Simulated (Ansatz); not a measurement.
Basis sets compared for H2Ga(BH4) (GaBH6). Total charge 0; singlet. Geometry r2SCAN-D4/def2-TZVP. Ansatz on 4 threads of Arm Neoverse V2 on a shared host; times are rough, and most runs start from earlier orbitals.

```xyz
8

Ga    0.311    0.836   -0.745
H    -0.178    0.519    0.926
B    -0.275   -0.738    0.658
H     0.037   -0.904   -0.582
H    -0.860    1.482   -1.521
H     1.830    1.124   -0.800
H    -1.429   -1.026    0.764
H     0.564   -1.293    1.300
```

Binding counts from free atoms (Ga doublet, H doublet, B doublet) in the same basis, without a counterpoise term.

| level | functions | energy (Eh) | HOMO (eV) | LUMO (eV) | binding per atom (eV) | wall time |
| --- | --- | --- | --- | --- | --- | --- |
| PBE-D4/def2-SVP | 76 | -1952.6565 | -7.55 | -2.18 | 2.77 | 0.35 s |
| PBE-D4/def2-TZVP | 115 | -1952.9384 | -7.63 | -2.21 | 2.77 | 0.6 s |
| r2SCAN-D4/def2-TZVP | 115 | -1953.2570 | -7.96 | -1.89 | 2.83 | 1.2 s |
| PBE0-D4/def2-SVP | 76 | -1952.7157 | -8.89 | -1.37 | 2.79 | 0.55 s |
| PBE0-D4/def2-TZVP | 115 | -1952.9937 | -8.93 | -1.38 | 2.78 | 0.85 s |

Estimate the rows for PBE-D4/def2-TZVPD, r2SCAN-D4/def2-TZVPD, PBE0-D4/def2-TZVPD.


| level | functions | energy (Eh) | HOMO (eV) | LUMO (eV) | binding per atom (eV) | wall time |
| --- | --- | --- | --- | --- | --- | --- |
| PBE-D4/def2-TZVPD | 145 | -1952.9390 | -7.62 | -2.22 | 2.77 | 0.8 s |
| r2SCAN-D4/def2-TZVPD | 145 | -1953.2576 | -7.95 | -1.89 | 2.83 | 1.7 s |
| PBE0-D4/def2-TZVPD | 145 | -1952.9942 | -8.93 | -1.39 | 2.78 | 0.95 s |
